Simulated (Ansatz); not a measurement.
Start from `NCO[SiH2]N` and change one atom or group to get `NCO[SiH2]F`.

Ansatz, PBE0-D4/def2-TZVP geometries, multiplicity 1. Each molecule was computed in one conformer, which needn't be the lowest.

```
                                          property  `NCO[SiH2]N`
               LUMO energy (B3LYP/def2-TZVPP) / eV          0.38
           HOMO–LUMO gap (ωB97M-V/def2-TZVPP) / eV         11.91
                 LUMO energy (PBE/def2-TZVPP) / eV         -0.14
size of the dipole moment (ωB97M-V/def2-TZVPP) / D          1.53
             HOMO–LUMO gap (B3LYP/def2-TZVPP) / eV          7.49
              HOMO–LUMO gap (PBE0/def2-TZVPP) / eV          8.05
```

(1) What does the change do to each property? (Estimate.)

Answers

(1) Computed: 
```tsv
property	`NCO[SiH2]F`	shift
LUMO energy (B3LYP/def2-TZVPP) / eV	0.43	0.05
HOMO–LUMO gap (ωB97M-V/def2-TZVPP) / eV	12.41	0.50
LUMO energy (PBE/def2-TZVPP) / eV	-0.15	-0.01
size of the dipole moment (ωB97M-V/def2-TZVPP) / D	0.60	-0.93
HOMO–LUMO gap (B3LYP/def2-TZVPP) / eV	7.87	0.38
HOMO–LUMO gap (PBE0/def2-TZVPP) / eV	8.40	0.35
```

Dipoles are sizes alone; their direction can turn.

Positive LUMOs are unbound, so they and the gaps depend on the basis.

B3LYP here is the variant with VWN-RPA as its local correlation; programs differ in this.
